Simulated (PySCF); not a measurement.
# B(4+): ionisation energy

B(4+) 1s1 (2S) → B(5+) (bare nucleus), as a difference of total energies. All numbers are calculated (PySCF 2.14, no relativity, point nucleus, in an uncontracted even-tempered set (17 s from 0.81 bohr⁻², ratio 2; 8 p from 1.3 bohr⁻², ratio 2.2; 4 d from 4 bohr⁻², ratio 2.2; 4 f from 6 bohr⁻², ratio 2.2; 3 g from 8.9 bohr⁻², ratio 2.2; 2 h from 13 bohr⁻², ratio 2.2)). The calculations carry no spin-orbit coupling.

| method | ionisation energy (eV) |
| --- | --- |
| UHF | 340.14 |
| LDA | 335.23 |
| PBE | 339.44 |
| PBE0 | 339.65 |
| r2SCAN | 340.15 |
| BHandHLYP | 339.96 |

For comparison: 340.23 eV (theoretical estimate listed by NIST; NIST Atomic Spectra Database, ionization energies).
